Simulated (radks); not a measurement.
All-electron atom: Sb38+ in [Ne] 3s2 3p1 (the NIST ground configuration). Calculated with a radial shooting solver on a logarithmic mesh with Libxc functionals: Dirac Kohn-Sham, relativistic LDA (MacDonald-Vosko exchange, VWN5 correlation), spin-unpolarised, spherical densities, finite nucleus; open shells fill j = l - 1/2 first; Fermi nuclear charge, rms radius 4.6802 fm. Some entries of the table are withheld. Estimate them.

| orbital | occ. | eigenvalue (hartree) | <r> (bohr) | <r^2> (bohr^2) |
|---|---|---|---|---|
| 1s1/2 | 2 | -1191.944 | 0.02851 | 0.001101 |
| 2s1/2 | 2 | (1) | 0.1207 | 0.01717 |
| 2p1/2 | 2 | -240.1581 | 0.1017 | 0.01266 |
| 2p3/2 | 4 | -230.6821 | 0.1069 | 0.01386 |
| 3s1/2 | 2 | -99.39523 | (2) | (3) |
| 3p1/2 | 1 | -96.04918 | (4) | 0.08901 |
| 3p3/2 | 0 | -93.64527 | (5) | 0.09385 |

Answer. 
(1) 2s1/2 eigenvalue (hartree): -249.6480
(2) 3s1/2 <r> (bohr): 0.2924
(3) 3s1/2 <r^2> (bohr^2): 0.09738
(4) 3p1/2 <r> (bohr): 0.2775
(5) 3p3/2 <r> (bohr): 0.2852
